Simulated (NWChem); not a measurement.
System: CH3ClGe, singlet; SMILES [Ge]([Cl])[CH3]

NWChem input:

```
start job
memory heap 200 mb stack 900 mb global 1100 mb
geometry units angstroms noautosym nocenter noautoz
  Ge    -0.484892     0.498185     0.003553
  Cl     0.226084    -1.591842    -0.003632
  C      1.316819     1.335825     0.004695
  H      1.254075     2.434816     0.012126
  H      1.879783     1.007572    -0.885415
  H      1.884682     0.995997     0.887280
end
basis spherical
  Ge library pcsseg-1
  Cl library pcsseg-1
  C library pcsseg-1
  H library pcsseg-1
end
dft
  xc pbe0
  iterations 150
end
property
  shielding 5 1 2 3 4 5
end
task dft property
```

Output (shortened):

```
             Northwest Computational Chemistry Package (NWChem) 7.3.0
             --------------------------------------------------------

                             Geometry "geometry" -> ""
                             -------------------------

 Output coordinates in angstroms (scale by  1.889725989 to convert to a.u.)

  No.       Tag          Charge          X              Y              Z
 ---- ---------------- ---------- -------------- -------------- --------------
    1 Ge                  32.0000    -0.48489200     0.49818500     0.00355300
    2 Cl                  17.0000     0.22608400    -1.59184200    -0.00363200
    3 C                    6.0000     1.31681900     1.33582500     0.00469500
    4 H                    1.0000     1.25407500     2.43481600     0.01212600
    5 H                    1.0000     1.87978300     1.00757200    -0.88541500
    6 H                    1.0000     1.88468200     0.99599700     0.88728000

 Effective nuclear repulsion energy (a.u.)     235.7665410376

                              NWChem Property Module
                              ----------------------

  itol2e modified to match energy
  convergence criterion.

                                 NWChem DFT Module
                                 -----------------

 Summary of "ao basis" -> "ao basis" (spherical)
 ------------------------------------------------------------------------------
       Tag                 Description            Shells   Functions and Types
 ---------------- ------------------------------  ------  ---------------------
 Ge                         pcsseg-1                15       41   5s7p3d
 Cl                         pcsseg-1                10       24   4s5p1d
 C                          pcsseg-1                 7       17   3s3p1d
 H                          pcsseg-1                 3        5   2s1p

  itol2e modified to match energy
  convergence criterion.

            General Information
            -------------------
          SCF calculation type: DFT
          Wavefunction type:  closed shell.
          No. of atoms     :     6
          No. of electrons :    58
           Alpha electrons :    29
            Beta electrons :    29
          Charge           :     0
          Spin multiplicity:     1
          Use of symmetry is: off; symmetry adaption is: off
          Maximum number of iterations: 150
          AO basis - number of functions:    97
                     number of shells:    41
          Convergence on energy requested:  1.00D-07
          Convergence on density requested:  1.00D-05
          Convergence on gradient requested:  5.00D-04

              XC Information
              --------------
                         PBE0 Method XC Functional
                     Hartree-Fock (Exact) Exchange  0.250
          PerdewBurkeErnzerhof Exchange Functional  0.750
            Perdew 1991 LDA Correlation Functional  1.000 local
           PerdewBurkeErnz. Correlation Functional  1.000 non-local

             Grid Information
             ----------------
          Grid used for XC integration:  fine
          Radial quadrature: Mura-Knowles
          Angular quadrature: Lebedev.
          Tag              B.-S. Rad. Rad. Pts. Rad. Cut. Ang. Pts.
          ---              ---------- --------- --------- ---------
          Ge                  1.25      140           9.0       974
          Cl                  1.00      123          12.0       770
          C                   0.70       70          10.0       590
          H                   0.35       60          11.0       590
          Grid pruning is: on
          Number of quadrature shells:   513
          Spatial weights used:  Erf1

      Superposition of Atomic Density Guess
      -------------------------------------

 Sum of atomic energies:       -2573.65127266

      Non-variational initial energy
      ------------------------------

 Total energy =   -2574.477731
 1-e energy   =   -4052.400939
 2-e energy   =    1242.156667
 HOMO         =      -0.239665
 LUMO         =      -0.054062

   convergence    iter        energy       DeltaE   RMS-Dens  Diis-err
 ---------------- ----- ----------------- --------- --------- ---------
 d= 0,ls=0.0,diis     1  -2576.3820941713 -2.81D+03  1.09D-02  1.38D+00
 d= 0,ls=0.0,diis     2  -2576.3856240712 -3.53D-03  8.29D-03  2.97D-01
 d= 0,ls=0.0,diis     3  -2576.4071600974 -2.15D-02  3.51D-03  2.01D-01
 d= 0,ls=0.0,diis     4  -2576.4335298693 -2.64D-02  3.22D-04  4.78D-03
 d= 0,ls=0.0,diis     5  -2576.4338161379 -2.86D-04  1.32D-04  1.45D-04
  Resetting Diis
 d= 0,ls=0.0,diis     6  -2576.4338239523 -7.81D-06  2.95D-05  1.03D-05
 d= 0,ls=0.0,diis     7  -2576.4338249014 -9.49D-07  9.32D-06  5.55D-07
 d= 0,ls=0.0,diis     8  -2576.4338249025 -1.08D-09  5.25D-06  5.71D-07

         Total DFT energy =    -2576.433824902475
      One electron energy =    -4053.815480123611
           Coulomb energy =     1354.995041105925
    Exchange-Corr. energy =     -113.379926922353
 Nuclear repulsion energy =      235.766541037563

[...]

          -----------------------------------------
          Chemical Shielding Tensors (GIAO, in ppm)
          -----------------------------------------

                                NWChem CPHF Module
                                ------------------

  scftype          =     RHF
  nclosed          =       29
  nopen            =        0
  variables        =     1972
  # of vectors     =        3
  tolerance        = 0.10D-03
  level shift      = 0.00D+00
  max iterations   =       50
  max subspace     =       30

 SCF residual:    1.6504556840029848E-004

Iterative solution of linear equations
  No. of variables     1972
  No. of equations        3
  Maximum subspace       30
        Iterations       50
       Convergence  1.0D-04

   iter   nsub   residual    time
   ----  ------  --------  ---------
     1      3    1.39D+00      81.3
     2      6    9.02D-02      92.9
     3      9    3.26D-03     103.5
     4     12    1.36D-04     113.0
     5     15    1.20D-05     124.0

      Atom:    1  Ge
        Diamagnetic
   2753.2894      0.3129     -0.0033
      0.3129   2756.9488      0.0285
     -0.0033      0.0285   2747.8728

        Paramagnetic
  -1792.7905      0.6873     -0.0360
      0.6873  -4728.6939     -9.6924
     -0.0360     -9.6924  -1721.7704

        Total Shielding Tensor
    960.4988      1.0002     -0.0393
      1.0002  -1971.7451     -9.6639
     -0.0393     -9.6639   1026.1024

           isotropic =       4.9520
          anisotropy =   -2965.0929

          Principal Components and Axis System
                 1           2           3
            -1971.7766   1026.1336    960.4991

      1        -0.0003     -0.0006      1.0000
      2         1.0000     -0.0032      0.0003
      3         0.0032      1.0000      0.0006

      Atom:    2  Cl
        Diamagnetic
   1145.0335     -1.9228     -0.0061
     -1.9228   1154.8369      0.0338
     -0.0061      0.0338   1144.5272

        Paramagnetic
  -1121.9834   -364.1105     -0.3798
   -364.1105   -941.2373     -2.2076
     -0.3798     -2.2076   -138.0251

        Total Shielding Tensor
     23.0501   -366.0333     -0.3859
   -366.0333    213.5996     -2.1738
     -0.3859     -2.1738   1006.5021

           isotropic =     414.3839
          anisotropy =     888.1869

          Principal Components and Axis System
                 1           2           3
             1006.5085    496.5501   -259.9069

      1         0.0008     -0.6116      0.7912
      2        -0.0031      0.7912      0.6116
      3         1.0000      0.0029      0.0013

      Atom:    3  C
        Diamagnetic
    257.9881      6.8802      0.0138
      6.8802    253.9390      0.0199
      0.0138      0.0199    246.8646

        Paramagnetic
    -87.9616     31.0190      0.1372
     31.0190   -164.7022     -0.2191
      0.1372     -0.2191    -97.0061

        Total Shielding Tensor
    170.0265     37.8992      0.1511
     37.8992     89.2368     -0.1991
      0.1511     -0.1991    149.8585

           isotropic =     136.3739
          anisotropy =      72.9724

          Principal Components and Axis System
                 1           2           3
              185.0222    149.8591     74.2405

      1         0.9299     -0.0006     -0.3679
      2         0.3679     -0.0037      0.9299
      3         0.0019      1.0000      0.0032

      Atom:    4  H
        Diamagnetic
     25.6398      2.9445      0.0115
      2.9445     41.4550      0.1111
      0.0115      0.1111     23.0434

        Paramagnetic
      2.4534     -2.0356     -0.0022
     -2.0356    -10.6131     -0.0822
     -0.0022     -0.0822      3.6563

        Total Shielding Tensor
     28.0931      0.9089      0.0093
      0.9089     30.8419      0.0289
      0.0093      0.0289     26.6997

           isotropic =      28.5449
          anisotropy =       3.8558

          Principal Components and Axis System
                 1           2           3
               31.1155     27.8198     26.6994

      1         0.2880      0.9576     -0.0024
      2         0.9576     -0.2880     -0.0064
      3         0.0069      0.0005      1.0000

      Atom:    5  H
        Diamagnetic
     31.5739      0.8773     -8.2859
      0.8773     25.3009      2.0072
     -8.2859      2.0072     30.7914

        Paramagnetic
     -1.0421     -0.1913      3.9753
     -0.1913      4.1557     -2.7147
      3.9753     -2.7147     -0.3924

        Total Shielding Tensor
     30.5318      0.6861     -4.3106
      0.6861     29.4566     -0.7075
     -4.3106     -0.7075     30.3990

           isotropic =      30.1292
          anisotropy =       7.2359

          Principal Components and Axis System
                 1           2           3
               34.9531     29.2802     26.1542

      1         0.7010     -0.1307      0.7010
      2         0.1764      0.9843      0.0071
      3        -0.6910      0.1187      0.7131
```

Level: PBE0/pcSseg-1, GIAO. Low-valent species are run as closed-shell singlets; no triplet was tried in these runs. Geometry: optimised at PBE0/def2-SVP. The printed shielding anisotropy is the first printed principal value minus the mean of the other two.
